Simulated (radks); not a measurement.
The table gives one normalised radial function P(r) = r R(r) of S in [Ne] 3s2 3p4 (r in bohr). All-electron calculation, non-relativistic Kohn-Sham, r2SCAN, spin-polarised, spherical densities, point nucleus; open shells are filled with parallel spins first; meta-GGA in the generalised Kohn-Sham scheme. Program: a radial shooting solver on a logarithmic mesh with Libxc functionals.

r,P
0.005822,0.1820
0.007461,0.2270
0.009561,0.2810
0.01225,0.3444
0.0157,0.4165
0.01996,0.4924
0.02558,0.5722
0.03278,0.6446
0.042,0.6953
0.05382,0.7042
0.06897,0.6462
0.08839,0.4951
0.1124,0.2421
0.144,-0.1300
0.1845,-0.5811
0.2364,-1.0330
0.303,-1.3765
0.3883,-1.5081
0.4976,-1.3835
0.6325,-1.0657
0.8106,-0.6608
1.039,-0.3194
1.331,-0.1162
1.706,-0.0306
2.186,-0.0052
2.801,-0.0005
3.561,0.0000
4.563,0.0000
5.847,0.0000
7.493,0.0000

Which n and l does it have? It may be an empty orbital.

Answer. n = 2, l = 0: the number of nodes gives n - l - 1 = 1, the rise at small r (about r^(l+1)) gives l, and the extent must fit the shell. The curve is that of 2s down; the table hardly tells the two spins apart. 2s down: eigenvalue -214.94 eV, 1 radial node at r = 0.133 bohr, <r> = 0.479 bohr, 90 % of the charge inside 0.750 bohr.
